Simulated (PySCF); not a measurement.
# Magnetisability: `C#C/C=C\C[C@H](C)N=C`, C8H11N

Molfile (atoms numbered from 1):
```
C8H11N
     RDKit          3D

 20 19  0  0  0  0  0  0  0  0999 V2000
    3.6960    0.2162   -0.6725 C   0  0  0  0  0  0  0  0  0  0  0  0
    2.8825   -0.5600   -0.2495 C   0  0  0  0  0  0  0  0  0  0  0  0
    1.9471   -1.4997    0.2319 C   0  0  0  0  0  0  0  0  0  0  0  0
    0.7718   -1.1769    0.7704 C   0  0  0  0  0  0  0  0  0  0  0  0
    0.2652    0.2185    0.9198 C   0  0  0  0  0  0  0  0  0  0  0  0
   -0.9159    0.4913   -0.0330 C   0  0  2  0  0  0  0  0  0  0  0  0
   -1.3369    1.9579    0.0528 C   0  0  0  0  0  0  0  0  0  0  0  0
   -2.0305   -0.3112    0.3828 N   0  0  0  0  0  0  0  0  0  0  0  0
   -2.5350   -1.1508   -0.3919 C   0  0  0  0  0  0  0  0  0  0  0  0
    4.4065    0.8966   -1.0367 H   0  0  0  0  0  0  0  0  0  0  0  0
    2.2517   -2.5354    0.1425 H   0  0  0  0  0  0  0  0  0  0  0  0
    0.1054   -1.9595    1.1065 H   0  0  0  0  0  0  0  0  0  0  0  0
    1.0635    0.9290    0.6998 H   0  0  0  0  0  0  0  0  0  0  0  0
   -0.0866    0.3741    1.9421 H   0  0  0  0  0  0  0  0  0  0  0  0
   -0.6012    0.2564   -1.0676 H   0  0  0  0  0  0  0  0  0  0  0  0
   -0.4987    2.6044   -0.1927 H   0  0  0  0  0  0  0  0  0  0  0  0
   -2.1506    2.1555   -0.6416 H   0  0  0  0  0  0  0  0  0  0  0  0
   -1.6797    2.1812    1.0595 H   0  0  0  0  0  0  0  0  0  0  0  0
   -2.1840   -1.3429   -1.4140 H   0  0  0  0  0  0  0  0  0  0  0  0
   -3.3759   -1.7341   -0.0456 H   0  0  0  0  0  0  0  0  0  0  0  0
  1  2  3  0
  2  3  1  0
  3  4  2  0
  4  5  1  0
  5  6  1  0
  6  7  1  0
  6  8  1  0
  8  9  2  0
  1 10  1  0
  3 11  1  0
  4 12  1  0
  5 13  1  0
  5 14  1  0
  6 15  1  6
  7 16  1  0
  7 17  1  0
  7 18  1  0
  9 19  1  0
  9 20  1  0
M  END
```

Computed with GIAO B97-D/cc-pVDZ magnetisability, rotational g tensor and spin-rotation constants, non-relativistic, gas phase (PySCF). Geometry: GFN2-xTB.

What are the magnetisability and the molar susceptibility?

Isotropic -1284 × 10⁻³⁰ J/T², or -77.3 × 10⁻⁶ cm³/mol; principal values -1436, -1249, -1166 × 10⁻³⁰ J/T², anisotropy 239 × 10⁻³⁰ J/T² (root of half the summed squared differences of the principal values). The susceptibility is in cgs units.

Split it along the inertial axes a, b, c into diamagnetic and paramagnetic parts about the centre of mass, with the quadrupole moment.


```tsv
axis	χ (10⁻⁶ cm³/mol)	diamagnetic (10⁻⁶ cm³/mol)	paramagnetic (10⁻⁶ cm³/mol)	summed x² of all electrons (Å²)	quadrupole Θ (D Å)
a	-78.1	-561.0	482.9	304.6	-2.73
b	-74.9	-1442.0	1367.1	96.9	+5.64
c	-78.9	-1703.5	1624.6	35.3	-2.92
```
Anisotropies 2χaa − χbb − χcc = -2.3 and 2χbb − χaa − χcc = +7.1 × 10⁻⁶ cm³/mol. Θ is traceless in Buckingham's convention.

And the rotational g tensor?


| axis | rotational constant (GHz) | g | nuclear part | electronic part |
| --- | --- | --- | --- | --- |
| a | 2.8725 | -0.0202 | 0.6315 | -0.6517 |
| b | 0.8856 | -0.0096 | 0.5592 | -0.5688 |
| c | 0.7492 | -0.0049 | 0.5669 | -0.5718 |

Asymmetric top; isotopes 12C, 1H, 14N; no vibrational averaging.
